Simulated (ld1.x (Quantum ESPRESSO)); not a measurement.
# Hg, TM: configuration errors across variants

Hg (Z = 80), norm-conserving Troullier–Martins (Kleinman–Bylander form), made with ld1.x (Quantum ESPRESSO) 7.5 (BP86, scalar-relativistic). Core [Xe] 4f14, reference 5d10 6s1.5 6p0.5. Waves: 6p (bound): rc 2.25 bohr; 5d (bound): rc 1.60 bohr; 6s (bound): rc 1.80 bohr. Local part: the s channel. Core correction: a·sin(br)/r model core inside 1.50 bohr.

All-electron excitation energies from the reference (eV): (1) 5d10 6s2 6p0 -2.998; (2) 5d10 6s1 6p0 7.873; (3) 5d10 6s0 6p0 26.996; (4) 5d10 6s1 6p1 3.107; (5) 5d8 6s0 6p0 112.483; (6) 5d9 6s2 6p1 7.369; (7) 5d10 6s1.5 6p0 1.450.

Tests that are not counted but printed errors over 1 eV. “all radii but the core radius scaled by about 0.76 (s 1.38, p 1.72, d 1.22 bohr)”: 5d9 6s2 6p1 (solver errors, printed error -1026 eV).

A true bound ghost makes a file unfit for plane-wave use even where its test errors are small: the radial tests pick states by their node count and pass the ghost by. Where a test does run into it, the solver fails or the error is huge.

Errors AE − PS in meV (a dash: test not solved or not reliable):

| change | (1) | (2) | (3) | (4) | (5) | (6) | (7) | bound ghosts |
| --- | --- | --- | --- | --- | --- | --- | --- | --- |
| base | +0.5 | -6.3 | -35 | -1.3 | -513 | -79 | -1.3 | none |
| all radii but the core radius scaled by about 0.76 (s 1.38, p 1.72, d 1.22 bohr) | +3.6 | +11 | +7.3 | +2.3 | -502 | – | +1.2 | p, s (extra level of the local part) |
| all radii but the core radius scaled by about 0.90 (s 1.60, p 2.02, d 1.44 bohr) | +1.2 | -3.5 | -19 | -0.7 | -506 | -21 | -1.0 | p |
| all radii but the core radius scaled by about 1.11 (s 2.00, p 2.50, d 1.78 bohr) | +0.2 | -7.3 | -43 | -1.6 | -517 | -100 | -1.3 | none |
| all radii but the core radius scaled by about 1.33 (s 2.40, p 3.00, d 2.14 bohr) | +0.3 | -6.9 | -39 | -1.7 | -519 | -88 | -1.3 | none |

Give the same row for: all radii but the core radius scaled by about 1.27 (s 2.28, p 2.86, d 2.04 bohr).

+0.2, -7.3, -42, -1.8, -513, -97, -1.4; bound ghosts: none.
